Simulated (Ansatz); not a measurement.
A van 't Hoff estimate for MgHCl + InH2(NH2) ⇌ MgH(NH2) + InH2Cl

Species: MgHCl `[MgH][Cl]`, singlet; InH2(NH2), singlet; MgH(NH2), singlet; InH2Cl `[Cl][InH2]`, singlet. The partners trade Cl for NH2: Mg–Cl and In–NH2 bonds give way to Mg–NH2 and In–Cl.

The electronic reaction energy at CCSD(T)/def2-TZVPP is +37.5 kJ/mol. Shapes: PBE0-D4/def2-TZVP. Programs: Ansatz 0.2.0. Enthalpy and entropy come from rigid-rotor, harmonic-oscillator sums on unscaled PBE0-D4/def2-TZVP wavenumbers, ideal gases at 1 bar. Symmetry numbers: MgHCl 1, InH2(NH2) 2, MgH(NH2) 2, InH2Cl 2. R = 8.3145 J/(mol K).

| T (K) | ΔH (kJ/mol) | ΔS (J/(mol K)) |
| --- | --- | --- |
| 600 | +34.0 | +4.6 |
| 800 | ? | ? |
| 1000 | +32.6 | +2.8 |

**Question.** Work out ln K at 600 and 1000 K, and from these estimate it at 800 K.

**Answer.** 
1. 600 K: ΔG = +34.0 − 600 × (+4.6)/1000 = +31.2 kJ/mol; ln K = −ΔG/RT = -6.25.
2. 1000 K: ΔG = +32.6 − 1000 × (+2.8)/1000 = +29.8 kJ/mol; ln K = −ΔG/RT = -3.58.
3. Slope against 1000/T: (-3.58 − (-6.25))/(1.0000 − 1.6667) = -4.00, that is −ΔH/R with ΔH near +33 kJ/mol.
4. 800 K: ln K = -6.25 + (-4.00) × (1.2500 − 1.6667) = -4.58.

The full sums give ΔH = +33.3 kJ/mol, ΔS = +3.7 J/(mol K), ΔG = +30.3 kJ/mol and ln K = -4.56 at 800 K, so the line is off by -0.02 in ln K; without rounding the miss is -0.01, from the change of ΔH with temperature. The reactants are favoured over this whole range. An error of 10 kJ/mol in the energy moves ln K by 1.5 at 800 K. Soft modes are treated as harmonic, which can err either way at these temperatures; the lowest are those of InH2(NH2) (163 cm⁻¹). For atoms past krypton def2 sets carry core potentials with scalar relativity. Outer-core shells of In, Mg are correlated, in sets that cover them unevenly.
